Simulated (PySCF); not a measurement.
Stepwise substitution at one centre (Ga OH-NH2). Isolated molecules, 0 K electronic values unless said otherwise. One relaxed conformer stands for each flexible species; it need not be the lowest. Strings in code marks are SMILES.

Computed with PBE-D3(BJ)/def2-TZVP // B3LYP-D3(BJ)/def2-TZVP (PySCF). Excitations are Tamm–Dancoff values on a coarser integration grid. The basis has no diffuse functions, so Rydberg states are missing or too high.

```tsv
species	T1 excitation (TDA) (eV)	S1 excitation (TDA) (eV)	HOMO (eV)
0 of 3 OH replaced by NH2	5.11	5.42	-7.20
1 of 3 OH replaced by NH2 (`[OH][Ga]([NH2])[OH]`)	4.41	4.81	-6.11
2 of 3 OH replaced by NH2	4.33	4.70	-5.57
3 of 3 OH replaced by NH2	4.38	4.74	-5.28
```
